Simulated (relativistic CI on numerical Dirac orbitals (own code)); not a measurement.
**How well does a small relativistic CI reproduce Te+?**

Calculated at this level of theory: Dirac-Coulomb-Breit CI, orbitals from a KLI potential per configuration, QED by a radiative potential, valence Slater integrals scaled by 0.85, P86 correlation estimate, and configurations built on the next ion tied to the tabulated ionisation energy (semi-empirical) (own radial code, finite nucleus).

CI space (outside the closed core [Kr] 4d10): 5s²5p³, 5s5p⁴, 5s²5p²6p, 5s²5p²5d, 5s²5p²6s, 5s²5p²6d, 5s²5p²7s, 5s²5p²5f, 5s²5p²6f, 5s²5p5d², 5p⁵, 5s5p³5d, 5s²5p²7p, 5s²5p4f², 5s²5p²4f, 5s²5p²7d, 5s²5p²5g, 5s²5p²7f. Levels of other configurations are missing.

| Configuration | Term (tabulated) | J | Measured (cm⁻¹) | Computed | Error | Purity (%) |
| --- | --- | --- | --- | --- | --- | --- |
| 5s²5p³ | 4S° | 3/2 | 0.0 | 0 | 0 | 92 |
| 5s²5p³ | 2D° | 3/2 | 10222.4 | 11135 | 912 | 78 |
| 5s²5p³ | 2D° | 5/2 | 12421.9 | 13504 | 1082 | 98 |
| 5s²5p³ | 2P° | 1/2 | 20546.6 | 20332 | -214 | 97 |
| 5s²5p³ | 2P° | 3/2 | 24032.1 | 23816 | -216 | 75 |
| 5s5p⁴ | 4P | 5/2 | 71192.5 | 73015 | 1822 | 76 |
| 5s5p⁴ | 4P | 3/2 | 74893.4 | 76610 | 1717 | 75 |
| 5s²5p²6p | 4D° | 5/2 | 100112.1 | 103584 | 3472 | 78 |
| 5s²5p²6p | 4D° | 7/2 | 103105.9 | 106836 | 3730 | 84 |
| 5s²5p²6p | 2P° | 3/2 | 105006.1 | 108942 | 3936 | 72 |
| 5s²5p²6p | 2P° | 1/2 | 106119.2 | 109675 | 3556 | 74 |

Measured levels from NIST Handbook of Basic Atomic Spectroscopic Data (Sansonetti and Martin, J. Phys. Chem. Ref. Data 34, 1559 (2005)); pairs were made by configuration, J and term (by order where the table uses no LS term), so strongly mixed levels may be paired wrongly.

Mean error by configuration (cm⁻¹): 5s²5p³ 391; 5s5p⁴ 1770; 5s²5p²6p 3674. Over the excited levels the mean absolute error is 2066 cm⁻¹ (10 of the 14 excited levels that our extract of the source holds in range could be paired, and the others can miss by more), and the median relative error of those above 1,000 cm⁻¹ is 3.4 %.
